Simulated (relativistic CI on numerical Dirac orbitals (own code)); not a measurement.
# Crystal-field levels of Fe3+, 3d5

Calculated by Dirac-Coulomb-Breit CI, orbitals from a KLI potential per configuration, model QED, one configuration in a parametric crystal field, unscaled Slater integrals (own radial code). With so little scaling, terms lie 10 to 35 % too far apart, which can change the order of excited levels.

Field parameters in Wybourne normalisation: Td as Oh with Dq negative (B⁴₀ = 21Dq, B⁴₄ = √(5/14) B⁴₀). The field is a parameter set, without covalency.

S and J are read from ⟨S²⟩ = S(S + 1) and ⟨J²⟩ = J(J + 1) of each level; they are not fictitious spins.

Td, 10Dq = -1800 cm⁻¹, the lowest 16 levels:

```csv
E (cm⁻¹),Degeneracy,Irrep,S,J
0.0,6,Γ7+Γ8,2.50,2.50
36320,4,Γ8,1.50,4.31
36326,2,Γ6,1.50,4.01
36337,2,Γ7,1.50,4.63
36348,4,Γ8,1.50,4.49
36680,2,Γ6,1.50,5.19
36682,4,Γ8,1.50,5.09
36751,4,Γ8,1.50,3.68
36773,4,Γ8,1.50,4.38
36773,2,Γ7,1.50,3.55
36781,2,Γ6,1.50,4.29
36785,4,Γ8,1.50,4.41
36786,2,Γ7,1.50,3.66
42821,4,Γ8,1.50,2.67
42823,2,Γ7,1.50,2.67
42890,4,Γ8,1.50,1.77
```

Td, 10Dq = -3300 cm⁻¹, the lowest 10 levels:

```tsv
E (cm⁻¹)	Degeneracy	Irrep	S	J
0.0	6	Γ7+Γ8	2.50	2.50
35443	2	Γ6	1.50	3.81
35447	4	Γ8	1.50	4.03
35475	2	Γ7	1.50	4.36
35485	4	Γ8	1.50	4.29
36530	2	Γ6	1.50	5.06
36532	4	Γ8	1.50	5.09
36627	4	Γ8	1.50	3.78
36675	2	Γ7	1.50	2.84
36771	4	Γ8	1.50	4.42
```

Td, 10Dq = -4750 cm⁻¹, the lowest 10 levels:

| E (cm⁻¹) | Degeneracy | Irrep | S | J |
| --- | --- | --- | --- | --- |
| 0.0 | 6 | Γ7+Γ8 | 2.50 | 2.50 |
| 34368 | 2 | Γ6 | 1.50 | 3.65 |
| 34379 | 4 | Γ8 | 1.50 | 3.87 |
| 34413 | 2 | Γ7 | 1.50 | 4.22 |
| 34425 | 4 | Γ8 | 1.50 | 4.17 |
| 36304 | 2 | Γ6 | 1.50 | 5.03 |
| 36306 | 4 | Γ8 | 1.50 | 5.08 |
| 36424 | 4 | Γ8 | 1.50 | 3.80 |
| 36489 | 2 | Γ7 | 1.50 | 2.87 |
| 36771 | 4 | Γ8 | 1.50 | 4.42 |

The free-ion ground term has S = 5/2. Every field shown keeps that spin.

Levels of this model without a field, named by their leading LS term: ⁶S5/2 0, ⁴G11/2 36742, ⁴G9/2 36785, ⁴G7/2 36802, ⁴G5/2 36803, ⁴P5/2 42416, ⁴P3/2 42486, ⁴P1/2 42559 cm⁻¹.
